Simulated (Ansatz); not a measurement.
Molecule: sum formula BSiH₃F₂, charge 0, multiplicity 1. 
Structure (B3LYP-D3(BJ)/def2-TZVP (Ansatz, a first-principles code) minimum search):
```
Si
H 1 1.4797
H 1 1.4822 2 109.58
H 1 1.4825 2 109.48 3 -119.01
B 1 2.0346 2 111.07 4 -120.32
F 5 1.3238 1 122.80 2 2.52
F 5 1.3250 6 116.13 1 -179.85
```

Quantity: vertical ionisation energy (to the doublet state of charge +1; each state is the SCF solution reached for its spin), in eV. Valence correlation only, unless marked. UHF or UKS for open shells. No spin-orbit coupling. Non-relativistic. Basis-set limits of correlation are two-point, X^-3; Hartree-Fock from the larger set. [CCSD(T)-MP2]/basis is that difference in the basis named.

```
level                                                                      program  vertical ionisation energy (eV)
-------------------------------------------------------------------------  -------  -------------------------------
SCS-MP2/aug-cc-pV(D+d)Z                                                     Ansatz                            11.66
CCSD/aug-cc-pV(D+d)Z                                                        Ansatz                            11.69
RI-MP2/CBS(aug-cc-pV(T+d)Z,aug-cc-pV(Q+d)Z)+[CCSD(T)-MP2]/aug-cc-pV(T+d)Z   Ansatz                                ?
```

Complete the blanks.


- RI-MP2/CBS(aug-cc-pV(T+d)Z,aug-cc-pV(Q+d)Z)+[CCSD(T)-MP2]/aug-cc-pV(T+d)Z, vertical ionisation energy (eV): 11.87
